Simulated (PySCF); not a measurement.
# First-order multiplets

Bonds (- single, = double, # triple, : aromatic): N1=C2 1.267 Å, C2-C3 1.493 Å, C3-B4 1.565 Å, B4-F5 1.321 Å, B4-F6 1.318 Å. N1 carries H7; C2 carries H8; C3 carries H9, H10. Stereochemistry as in [H]/N=C/CB(F)F.

PySCF 2.14.0 with density-fitted response routines calculation with σ from GIAO-KT3/pcSseg-2, B3LYP/pcJ-1 coupling constants (spin–dipole term only in couplings to heteroatoms) and structure optimised with PBE0-D3(BJ)/def2-SVP; fast rotation and ring inversion assumed for equivalent nuclei, single conformer, no solvent, non-relativistic Hamiltonian.

Chemical shifts δ = σref − σ; 1H (σ = 31.35 ppm) against TMS; CFCl3 for 19F (σ = 146.91 ppm), all at this level.

Spectrometer: 600 MHz for 1H. First-order analysis; couplings under 1 Hz (under 4 Hz in carbon signals) are ignored, and nearly equal couplings are merged; the smaller ones broaden or split the lines further.

(1) What pattern does H8 show (1H)?

(2) What pattern does H9/H10 show (1H)?

(3) What pattern does F5/F6 show (19F)?

Results:

(1) A triplet at δ 8.55: 7.1 Hz to H9/H10 (2 × 1H, 3 bonds away). Lines in Hz from the centre (relative intensity): +7.1 (1), +0.0 (2), -7.1 (1). The outer lines are 14.2 Hz apart, the sum of the couplings kept, or 0.024 ppm at this field.

(2) A doublet of triplets at δ 2.25: 7.1 Hz to H8 (1 × 1H, 3 bonds away), 4.0 Hz to F5/F6 (2 × 19F, 3 bonds away). Lines in Hz from the centre (relative intensity): +7.5 (1), +3.5 (2), +0.5 (1), -0.5 (1), -3.5 (2), -7.5 (1). The outer lines are 15.1 Hz apart, the sum of the couplings kept, or 0.025 ppm at this field.

(3) A triplet at δ -93.0: 4.0 Hz to H9/H10 (2 × 1H, 3 bonds away). Lines in Hz from the centre (relative intensity): +4.0 (1), +0.0 (2), -4.0 (1). The outer lines are 8.0 Hz apart, the sum of the couplings kept, or 0.014 ppm at this field.

The OH or NH signal is concentration- and solvent-dependent in practice; the value given is the gas-phase one. Unscaled 3J(H,H) at this level run about 10 % above measured values. Couplings across =CH–CH2 type bonds come from one rotamer and its mirror image, and can be 1–2 Hz further off. Vicinal couplings across rotatable single bonds and in flexible rings belong to the one computed conformer; a conformer average would change them.
